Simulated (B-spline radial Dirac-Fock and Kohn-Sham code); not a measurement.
# 2s photoionisation of Ne⁵⁺ near threshold

System: the Ne⁵⁺ ion, configuration 1s2 2s2 2p1. The computed 2s threshold is 172.2 eV; without correlation, outer thresholds are uncertain by 1 to 2 eV. With an open shell the threshold is an average over the terms of the final ion.

Method: the independent-particle Dirac-Slater model, thresholds from Dirac-Fock. Computed with a radial atomic solver. Interchannel coupling and autoionising resonances are not included, so magnitudes near threshold are approximate.

```
kinetic energy (eV)  σ (Mb)     β
                1.5   0.539  2.00
                2.3   0.535  2.00
                3.7   0.529  2.00
                5.7   0.519  2.00
                9.0   0.504  2.00
               14.0   0.482  2.00
               21.9   0.450  2.00
               34.2   0.406  2.00
               53.5   0.349  2.00
               83.7   0.280  2.00
              130.9   0.205  2.00
              204.6   0.135  2.00
              319.9  0.0785  2.00
```

The cross section shows no minimum in this range. It is largest at the lowest energy, 0.539 Mb. β stays at 2.00.

Run: 1.3 s of CPU time on 1 thread of Intel(R) Xeon(R) Platinum 8375C CPU @ 2.90GHz (shared host), peak memory 0.29 GiB.
